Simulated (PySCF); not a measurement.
These compounds are isomers of formula C7H13BO2.

A. `C=C(C)CB(O)OC1CC1`
B. `C[C@@H]1CC2(CC2)[C@@H]1B(O)O`
C. `C1[C@@H](B(O)O)[C@H]2C[C@@H](C1)C2`

Spectrum 1. $^{13}$C{$^{1}$H} NMR (computed): δ 40.9 (CH2), 36.0 (CH), 35.7 (CH), 31.8 (CH2), 29.4 (CH2), 27.0 (CH), 19.0 (CH2).

Spectrum 2. $^{13}$C{$^{1}$H} NMR (computed): δ 40.3 (CH2), 31.4 (CH), 28.9 (CH), 21.9 (CH3), 18.4 (C), 14.4 (CH2), 10.6 (CH2).

Spectrum 3. $^{13}$C{$^{1}$H} NMR (computed): δ 152.5 (C), 117.9 (CH2), 47.7 (CH), 27.7 (CH2), 26.5 (CH3), 8.9 (CH2).

Theoretical values (PySCF 2.14): GIAO PBE0/pcSseg-1 shieldings, coordinates at the PBE0-D3(BJ)/def2-SVP level. Equivalent nuclei averaged, isolated molecule, relativity neglected, a single conformation.

Chemical shifts δ = σref − σ; TMS for $^{13}$C (σref 184.41), all at this level. Carbons bonded to boron are broad in practice. Shifts are as computed. Against solution values, carbons near 30 ppm lie about +2 ppm off and those near 130 ppm about +5 ppm. Of 1211 compounds with measured shifts, 218 miss one by over three times the rms of a fit or turn the order of signals round; such compounds aren't used in these exercises.

Match each spectrum to its structure.

## Answers

1–C, 2–B, 3–A.

- Spectrum 1 (C): 7 $^{13}$C signals; δC 40.9 is an sp3 CH2 in a ring; δC 36.0 is an sp3 CH in a ring.
- Spectrum 2 (B): 7 $^{13}$C signals; δC 40.3 is an sp3 CH2 in a ring; δC 28.9 is an sp3 CH in a ring.
- Spectrum 3 (A): 6 $^{13}$C signals; δC 152.5 is a fully substituted alkene carbon; δC 117.9 is a terminal =CH2 carbon.
